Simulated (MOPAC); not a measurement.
Input for MOPAC: PM7 on BrF, a point of a bond scan (R = 1.597 Å).

```
PM7 1SCF PRECISE CHARGE=0 THREADS=1
BrF

Br    -0.00000000 1    -0.00000000 1    -0.36293761 1
F      0.00000000 1     0.00000000 1     1.23398788 1
```

The log:

```
*******************************************************************************
 **                                                                           **
 **                              MOPAC v23.2.5                                **
 **                                                                           **
 *******************************************************************************
 ** MOPAC's Digital Object Identifier: https://doi.org/10.5281/zenodo.6511958 **
 **                                                                           **
 ** Please cite the open-source release paper for use of this MOPAC version:  **
 ** J. E. Moussa and J. J. P. Stewart (2026)                                  **
 ** MOPAC: An open-source semiempirical molecular orbital program             **
 ** J. Open Source Softw., 11(119), 8025, https://doi.org/10.21105/joss.08025 **
 *******************************************************************************

                              PM7 CALCULATION RESULTS

 *******************************************************************************
 *  PM7        - The PM7 Hamiltonian to be used
 *
 *
 *
 *                 CHARGE ON SYSTEM = 0
 *
 *
 *
 *  PRECISE    - TIGHTER CRITERIA TO BE USED
 *  1SCF       - DO 1 SCF AND THEN STOP
 *  THREADS=1  - MULTI-THREADING NOT USED
 *  T=         - A TIME OF 172800.0 SECONDS REQUESTED
 *  DUMP=N     - RESTART FILE WRITTEN EVERY 7200.0 SECONDS REQUESTED
 *******************************************************************************
PM7 1SCF PRECISE CHARGE=0 THREADS=1
 BrF

   ATOM   CHEMICAL          X               Y               Z
  NUMBER   SYMBOL      (ANGSTROMS)     (ANGSTROMS)     (ANGSTROMS)

     1      Br         -0.00000000  *  -0.00000000  *  -0.36293761  *
     2       F          0.00000000  *   0.00000000  *   1.23398788  *



          CARTESIAN COORDINATES

    NO.       ATOM           X           Y           Z

     1        Br         -0.0000     -0.0000     -0.3629
     2         F          0.0000      0.0000      1.2340

 General Reference for PM7:
 "Optimization of Parameters for Semiempirical Methods VI: More Modifications to the
 NDDO Approximations and Re-optimization of Parameters", J. J. P. Stewart, J. Mol. Mod., 1:32, 19 (2013)
 https://link.springer.com/article/10.1007/s00894-012-1667-x

           Empirical Formula: Br F  =     2 atoms



      MOLECULAR POINT GROUP   :   C*v


      RHF CALCULATION, NO. OF DOUBLY OCCUPIED LEVELS = 7


 -------------------------------------------------------------------------------
 PM7 1SCF PRECISE CHARGE=0 THREADS=1
 BrF



     1SCF WAS SPECIFIED, SO BFGS WAS NOT USED
     SCF FIELD WAS ACHIEVED


                              PM7 CALCULATION
                                                       MOPAC v23.2.5 Linux




          FINAL HEAT OF FORMATION =        -10.69735 KCAL/MOL =     -44.75773 KJ/MOL


          COSMO AREA              =         68.42 SQUARE ANGSTROMS
          COSMO VOLUME            =         51.26 CUBIC ANGSTROMS

          IONIZATION POTENTIAL    =         10.835003 EV
          HOMO LUMO ENERGIES (EV) =        -10.835 -0.376
          NO. OF FILLED LEVELS    =          7
          MOLECULAR WEIGHT        =         98.9024         POINT GROUP:  C*v

          MOLECULAR DIMENSIONS (Angstroms)

            Atom       Atom       Distance
            F     2   Br     1     1.59693
            F     2   Br     1     0.00000
           Br     1    F     2     0.00000


          SCF CALCULATIONS        =          1





   ATOM   CHEMICAL          X               Y               Z
  NUMBER   SYMBOL      (ANGSTROMS)     (ANGSTROMS)     (ANGSTROMS)

     1      Br         -0.00000000  *  -0.00000000  *  -0.36293761  *
     2       F          0.00000000  *   0.00000000  *   1.23398788  *

                             CARTESIAN COORDINATES

   1   Br       -0.000000000    -0.000000000    -0.362937610
   2    F        0.000000000     0.000000000     1.233987880


           Empirical Formula: Br F  =     2 atoms



      MOLECULAR POINT GROUP   :   C*v


                  EIGENVALUES
 -41.75088 -24.25855 -17.39396 -17.39396 -15.62234 -10.83500 -10.83500  -0.37642
 248.72682 248.80954 248.80954 249.72300 249.72300


              NET ATOMIC CHARGES AND DIPOLE CONTRIBUTIONS

  ATOM NO.   TYPE          CHARGE      No. of ELECS.   s-Pop       p-Pop       d-Pop
    1         Br           0.172946        6.8271     1.97221     4.85078     0.00406
    2          F          -0.172946        7.1729     1.97696     5.19599
 DIPOLE           X         Y         Z       TOTAL
 POINT-CHG.     0.000     0.000    -1.327     1.327
 HYBRID        -0.000     0.000     0.217     0.217
 SUM           -0.000     0.000    -1.109     1.109


          ATOMIC ORBITAL ELECTRON POPULATIONS

     Atom    s        px        py        pz      x^2-y^2     xz        z^2       yz        xy
    1 Br   1.97221   1.99996   1.99996   0.85086   0.00000   0.00079   0.00249   0.00079   0.00000
    2  F   1.97696   1.99925   1.99925   1.19749

 **********************
 *                    *
 * JOB ENDED NORMALLY *
 *                    *
 **********************




 == MOPAC DONE ==
```

The run finished.

Cost: about 0.020 core-seconds (a rough figure).
